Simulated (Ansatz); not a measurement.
Total energies of Co(NH2)3 (CoN₃H₆) from Ansatz at PBE-D4/def2-TZVP, gas phase (1 Eh = 27.2114 eV = 2625.5 kJ/mol). The reference geometry is relaxed at PBE0-D4/def2-SVP.

Cartesian coordinates in Å:
```
Co 0.0001 0.0000 0.0000
N -1.6679 0.2878 -0.6677
H -2.5371 0.0323 -0.2070
H -1.8759 0.7314 -1.5583
N 1.4610 0.5604 -0.9286
H 1.4386 1.0593 -1.8140
H 2.4269 0.4211 -0.6443
N 0.2069 -0.8483 1.5963
H -0.5491 -1.2078 2.1728
H 1.0964 -1.0363 2.0508
```

```tsv
state	geometry	energy (Eh)
charge 0 quintet	reference	-1550.29972
charge 1 quartet	reference	-1550.00825
charge 0 singlet	relaxed at PBE0-D4/def2-SVP	-1550.30932
charge 0 triplet	relaxed at PBE0-D4/def2-SVP	-1550.31272
```

Q: Work out the vertical ionisation energy to the quartet.

A: E(charge 1 quartet) − E(charge 0 quintet) = -1550.00825 − (-1550.29972) = 0.29147 Eh = 7.93 eV. For comparison, −ε of the highest occupied level of the spin that leaves is 4.92 eV at this level, 3.01 eV less.

Q: Which of the charge 0 states is lowest, and how far above it are the others?

A: The triplet, but by less than the method's error, so the order isn't settled. quintet: -1550.29972 − (-1550.31272) = 0.01300 Eh = 34.1 kJ/mol; singlet: -1550.30932 − (-1550.31272) = 0.00340 Eh = 8.9 kJ/mol.

At PBE-D4/def2-TZVP the charge 1 quartet is spin-contaminated (final ⟨S²⟩ up to 4.04, 3.75 for a pure state). The restricted singlet is unstable towards broken spin symmetry in Hartree–Fock (as tested in another run); at PBE-D4/def2-TZVP this wasn't settled.
